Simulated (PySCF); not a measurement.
# How methods differ on the ionisation energy of S⁶⁺

S⁶⁺ [Ne] → S⁷⁺ [He] 2s2 2p5 [2p1/2^2 2p3/2^3, M_J = 3/2], as a difference of total energies. Computed with PySCF 2.14 in an uncontracted even-tempered set (19 s from 0.6 bohr⁻², ratio 2.4; 12 p from 0.78 bohr⁻², ratio 2.4; 5 d from 6.3 bohr⁻², ratio 2.6; 5 f from 9.5 bohr⁻², ratio 2.6), with the two-component X2C-1e Hamiltonian. Correlated levels: nothing frozen; the 36 highest virtual spinors dropped. "Screened" scales the spin-orbit matrix elements by Boettger's factors to mimic the two-electron term; Breit and QED terms are absent.

```json
{"method": "GHF (spin-free)", "ionisation energy (eV)": "279.79", "error (eV)": "-1.16"}
{"method": "GMP2 (spin-free)", "ionisation energy (eV)": "281.25", "error (eV)": "+0.30"}
{"method": "GHF (screened spin-orbit)", "ionisation energy (eV)": "279.35", "error (eV)": "-1.60"}
{"method": "GMP2 (screened spin-orbit)", "ionisation energy (eV)": "280.81", "error (eV)": "-0.14"}
```

Reference: 280.95 eV (measured; NIST Atomic Spectra Database, ionization energies).
